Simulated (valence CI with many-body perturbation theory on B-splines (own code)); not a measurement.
# Hyperfine factors and g values of Hg LXVIII

Calculated by configuration interaction combined with many-body perturbation theory (CI+MBPT): three valence electrons over a frozen Dirac-Fock core [Ne], a basis of 11 s, 11 p, 9 d, 7 f, 5 g, 2 h, 1 i functions for each j, with the one-electron correlation potential Σ1, the two-electron term Σ2, the three-electron term Σ3, Breit, model QED; selected CI, second order for the rest (own B-spline code, finite nucleus).

No measured spectrum was set against this ion. As an estimate, large intervals hold to a few tenths of a per cent, small ones and those within an open d or f shell to about a per cent.

A/g_I is the dipole constant over the nuclear g factor μ/I (μ in nuclear magnetons, uniformly magnetised nucleus), B/Q the quadrupole constant per barn. Both hold the static response of the core; the bare values leave it out. Large factors of s and p1/2 electrons are usually good to 5 to 10 %; those of open d and f shells near neutrality can be off by tens of per cent, and small factors of p3/2, d and f electrons come from cancelling terms and can be off by a factor of two or in sign, in half-filled shells by more. B is blank for J = 1/2, where it vanishes, and for nearly pure S terms. Energies count from the lowest level.

Levels are named by their leading jj configuration (3d3/2^4 stands for four electrons in 3d with j = 3/2), which in mixed levels can hold well under half, so a name can repeat and another be missing. Letters in brackets count levels of one name in rising energy.

| Level | E (eV) | g | A/g_I (MHz) | A/g_I bare | B/Q (MHz/b) | B/Q bare |
| --- | --- | --- | --- | --- | --- | --- |
| (3s^2 3p1/2) J=1/2 | 0.0 | 0.643 | 2870000 | 2830000 |  |  |
| (3s 3p1/2^2) J=1/2 | 190.6 | 2.074 | 8460000 | 8300000 |  |  |
| (3s^2 3p3/2) J=3/2 | 528.8 | 1.318 | 291000 | 290000 | 587000 | 580000 |
| (3s 3p1/2 3p3/2) J=3/2 [a] | 685.2 | 1.617 | 1850000 | 1820000 | 478000 | 472000 |
| (3s 3p1/2 3p3/2) J=5/2 | 705.6 | 1.328 | 2420000 | 2380000 | 500000 | 494000 |
| (3s 3p1/2 3p3/2) J=3/2 [b] | 727.7 | 0.969 | 254000 | 255000 | 263000 | 260000 |
| (3s 3p1/2 3p3/2) J=1/2 | 739.6 | 1.274 | -3250000 | -3180000 |  |  |
| (3s^2 3d3/2) J=3/2 | 788.3 | 0.829 | 51500 | 57300 | 143000 | 144000 |
| (3s^2 3d5/2) J=5/2 | 895.3 | 1.190 | 95500 | 98500 | 118000 | 121000 |
| (3s 3p1/2 3d3/2) J=3/2 [a] | 912.1 | 0.911 | -147000 | -138000 | 300000 | 298000 |
| (3s 3p1/2 3d3/2) J=3/2 [b] | 926.4 | 0.870 | -44000 | -37800 | 306000 | 304000 |
| (3s 3p1/2 3d3/2) J=5/2 | 938.0 | 1.012 | 2340000 | 2300000 | 58200 | 61300 |
| (3s 3p1/2 3d3/2) J=1/2 | 967.7 | 0.405 | -3520000 | -3440000 |  |  |
| (3s 3p1/2 3d3/2) J=3/2 [c] | 976.8 | 1.271 | 2090000 | 2050000 | 119000 | 118000 |
| (3s 3p1/2 3d5/2) J=5/2 [a] | 1055.8 | 1.347 | 795000 | 786000 | 114000 | 116000 |
| (3s 3p1/2 3d5/2) J=7/2 | 1072.2 | 1.231 | 1660000 | 1630000 | 47400 | 50900 |
| (3s 3p1/2 3d5/2) J=5/2 [b] | 1083.3 | 1.032 | -13900 | -7720 | 123000 | 124000 |
| (3s 3p1/2 3d5/2) J=3/2 | 1088.0 | 1.110 | -2030000 | -1990000 | 65300 | 67000 |
| (3p1/2^2 3d3/2) J=3/2 | 1149.8 | 0.775 | 160000 | 160000 | 101000 | 104000 |
| (3s 3p3/2^2) J=5/2 | 1226.6 | 1.433 | 1930000 | 1900000 | 96900 | 95600 |
| (3s 3p3/2^2) J=1/2 | 1268.2 | 1.933 | 8570000 | 8400000 |  |  |
| (3s 3p3/2^2) J=3/2 | 1275.9 | 1.187 | -1360000 | -1330000 | -73100 | -72300 |
| (3p1/2^2 3d5/2) J=5/2 | 1284.8 | 1.188 | 53300 | 60300 | 93400 | 96300 |
| (3p1/2 3p3/2^2) J=5/2 | 1434.2 | 1.178 | 1160000 | 1140000 | 39000 | 38700 |
| (3p1/2 3p3/2^2) J=3/2 | 1440.7 | 1.424 | 4830 | 15300 | 4450 | 4290 |
| (3p1/2 3p3/2^2) J=1/2 | 1459.4 | 0.865 | 4140000 | 4060000 |  |  |
| (3s 3p3/2 3d3/2) J=3/2 [a] | 1467.1 | 1.270 | 806000 | 797000 | 6470 | 4250 |
| (3s 3p3/2 3d3/2) J=1/2 [a] | 1469.3 | 1.978 | 2530000 | 2490000 |  |  |
| (3s 3p3/2 3d3/2) J=5/2 [a] | 1473.3 | 1.197 | 742000 | 735000 | 265000 | 261000 |
| (3s 3p3/2 3d3/2) J=7/2 | 1475.0 | 1.214 | 1390000 | 1370000 | 648000 | 644000 |
| (3s 3p3/2 3d3/2) J=3/2 [b] | 1507.0 | 0.987 | 435000 | 433000 | -302000 | -298000 |
| (3s 3p3/2 3d3/2) J=5/2 [b] | 1519.9 | 0.967 | -255000 | -244000 | 331000 | 330000 |
| (3s 3p3/2 3d3/2) J=1/2 [b] | 1526.8 | 0.611 | 1910000 | 1870000 |  |  |
| (3s 3p3/2 3d5/2) J=9/2 | 1562.1 | 1.318 | 1080000 | 1060000 | 715000 | 710000 |
| (3s 3p3/2 3d5/2) J=5/2 [a] | 1586.8 | 1.339 | 1640000 | 1610000 | -316000 | -312000 |
| (3s 3p3/2 3d5/2) J=7/2 [a] | 1595.8 | 1.250 | 681000 | 674000 | 355000 | 353000 |
| (3s 3p3/2 3d5/2) J=3/2 [a] | 1600.1 | 1.139 | -790000 | -767000 | -328000 | -324000 |
| (3s 3p3/2 3d5/2) J=7/2 [b] | 1617.8 | 1.193 | -119000 | -110000 | 347000 | 347000 |
| (3s 3p3/2 3d5/2) J=1/2 | 1627.2 | 0.724 | -2700000 | -2640000 |  |  |
| (3s 3p3/2 3d5/2) J=3/2 [b] | 1639.7 | 1.297 | 2000000 | 1960000 | 181000 | 181000 |

Task: Take the isotope of mass number 201, with I = 3/2, μ = -0.558 μN and Q = 0.387 b. What is the hyperfine structure of (3s^2 3d3/2) J=3/2?

Result: From the table A = -19200 MHz, B = 55300 MHz. Shifts from the centre of gravity in MHz: F = 0: 141000, F = 1: 66600, F = 2: -27100, F = 3: -29400.
